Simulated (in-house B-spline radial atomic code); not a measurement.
B⁺. Computed with a B-spline radial atomic code. Model: all-electron spherical atom, spin shells full or empty, radial basis limit, no spin-orbit coupling, Breit or QED, empty-state partial waves extrapolated as (l+1/2)^-4, RPA, G0W0 and static COHSEX of the highest shell as one setting changes (uncorrelated shells keep exact exchange).

Empty levels are discrete states of a finite basis, so the steps are uneven.

Given: element B; charge 1; filled core He; hamiltonian non-relativistic; mean-field start r2SCAN; highest l of empty states 9; lowest nl shells left uncorrelated 0; highest mean-field shell 2s; box radius 23.78 bohr.

Shell: 2s 1 1 (electrons up and down).

```tsv
highest empty level kept (hartree)	RPA correlation energy (hartree)	G0W0 level (eV)	G0W0 minus most complete (meV)	COHSEX level (eV)	linearised minus solved G0W0 (meV)
1.33	-0.096549	-24.758	330.6	-26.735	62
2.67	?	?	?	?	?
4.67	-0.1135	-24.944	144.5	-27.258	65.2
8	-0.12556	-24.994	94.7	-27.439	65.8
13.33	-0.14236	-25.018	70.1	-27.521	66.2
24	-0.15836	-25.042	46.2	-27.588	66.6
40	?	?	?	?	?
80	-0.18616	-25.073	15.7	-27.679	67.2
160	-0.19516	-25.083	5.4	-27.709	67.4
333.33	-0.19831	-25.087	1.7	-27.719	67.5
800	-0.19943	-25.088	0.4	-27.722	67.5
2666.7	-0.19974	-25.088	0	-27.723	67.5
```

Q: What follows for highest empty level kept = 2.67?

A: RPA correlation energy -0.10477 hartree; G0W0 level -24.867 eV; G0W0 minus most complete 221.7 meV; COHSEX level -27.022 eV; linearised minus solved G0W0 64.1 meV.

Q: What follows for highest empty level kept = 40?

A: RPA correlation energy -0.17302 hartree; G0W0 level -25.059 eV; G0W0 minus most complete 29.7 meV; COHSEX level -27.636 eV; linearised minus solved G0W0 66.9 meV.
